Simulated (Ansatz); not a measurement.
Compare A (`C=C[CH2][GeH2][F]`) with its isomer B (`F[C@H]1C[C@@H]1[GeH3]`).

Program: Ansatz. Geometries: PBE0-D4/def2-TZVP. ΔE: electronic, gas phase. CCSD(T)/CBS is the MP2 limit (def2-TZVPP, def2-QZVPP) plus CCSD(T) − MP2 in def2-TZVPP, frozen cores. Functionals use def2-TZVPP. B3LYP here is the variant with VWN-RPA as its local correlation; programs differ in this. For Ge outer-core shells are correlated without core-valence functions, which leaves a few kJ/mol of doubt a bond. Scalar relativity is left out up to krypton. One conformer a species, not always the lowest.

A:

Z-matrix (Å, degrees):
```
C
C 1 1.487
Ge 1 1.956 2 111.3
H 1 1.094 2 111.5 3 -118.5
H 1 1.094 2 111.6 3 120.6
C 2 1.327 1 125.1 3 -109.6
H 2 1.088 1 115.9 3 68.6
F 3 1.748 1 105.7 2 -59.6
H 3 1.539 1 113.4 2 -174.8
H 3 1.536 1 112.9 2 55.6
H 6 1.086 2 121.6 1 -1.7
H 6 1.083 2 121.3 1 178.5
```

B:

Z-matrix (Å, degrees):
```
C
C 1 1.479
C 1 1.488 2 61.6
F 1 1.365 2 117.5 3 108.0
H 1 1.085 2 120.6 3 -110.9
H 2 1.083 1 116.4 3 -106.8
H 2 1.084 1 118.7 3 109.2
Ge 3 1.939 1 121.1 2 -110.4
H 3 1.085 1 113.6 2 104.9
H 8 1.540 3 107.9 1 32.7
H 8 1.538 3 110.8 1 -86.9
H 8 1.538 3 110.5 1 151.8
```

(1) Which is lower in electronic energy at CCSD(T)/CBS, and by how much? (An estimate is asked.)

(2) Give E(B) − E(A) in kJ/mol with B3LYP, CCSD(T)/def2-TZVPP, HF/def2-TZVPP, B2PLYP, PBE0-D4, CCSD/def2-TZVPP, MP2/def2-TZVPP. (An estimate is asked.)

Largest T1 diagnostic: 0.011.

Results:

(1) Computed: A, by 176.3 kJ/mol.

(2) Ansatz gave: B3LYP 178.0, CCSD(T)/def2-TZVPP 173.0, HF/def2-TZVPP 187.5, B2PLYP 178.9, PBE0-D4 152.0, CCSD/def2-TZVPP 172.7, MP2/def2-TZVPP 172.6. None reverses the order clearly.

In def2-TZVPP, CCSD(T) changes the Hartree–Fock value by −14.5 kJ/mol (the triples alone add +0.3 kJ/mol) and MP2 by −14.9 kJ/mol. From PBE to PBE0 (25 % exact exchange), in def2-TZVPP and without D4, E(B) − E(A) moves by −3.9 kJ/mol.
